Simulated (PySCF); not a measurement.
# Correlation energy of Xe⁺ (xenon, charge +1)

[Kr] 4d10 5s1 5p6, 2S determinant (an excited configuration). All numbers are calculated (PySCF 2.14, the spin-free X2C one-electron Hamiltonian (Gaussian nucleus), in x2c-TZVPPall (8s6p4d2f, 60 functions)). Frozen: [Kr] 4d10; 7 electrons correlated.

```json
{"level": "CCSD", "correlation energy (mhartree)": "-242.07"}
{"level": "(T)", "correlation energy (mhartree)": "-27.46"}
{"level": "CCSD(T)", "correlation energy (mhartree)": "-269.53"}
```

Diagnostics: T1 = 0.014, D1 = 0.0246, largest double amplitude 0.264.

Is a single reference adequate?

Not fully. A double-excitation amplitude exceeds 0.15, a sign of near-degeneracy.
